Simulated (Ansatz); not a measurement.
Molecule: sum formula ScO2H2, net charge 0, doublet state. The spin state was set by rule; other spins were not relaxed. 
Coordinates optimised at B3LYP-D3(BJ)/def2-TZVP (Ansatz, a quantum-chemistry and plane-wave program):
```xyz
5

Sc     0.2748    -0.1035     0.2705
O      0.9416     0.3063    -1.4193
H      0.9902     0.5606    -2.3392
O     -1.4826    -0.1027     0.8868
H     -2.4338    -0.0171     0.9182
```
Charge 0, spin multiplicity 2.

Basis-set convergence of Hartree-Fock and CCSD correlation energies (hartree) with Ansatz. Cores are frozen in the correlated levels unless marked. Open shells are spin-unrestricted. Spin-orbit coupling is left out. Frozen are the shells of the preceding noble gas and the d and f shells that filled before the atom's block. No relativistic terms.

```csv
basis,functions,E(HF),"E(corr, CCSD)"
def2-SVPD,96,-910.56699,-0.46612
def2-TZVPPD,181,___,___
```

### Question
What belongs in the gaps?

### Answer

- def2-TZVPPD, E(HF): -910.83961
- def2-TZVPPD, E(corr, CCSD): -0.55886
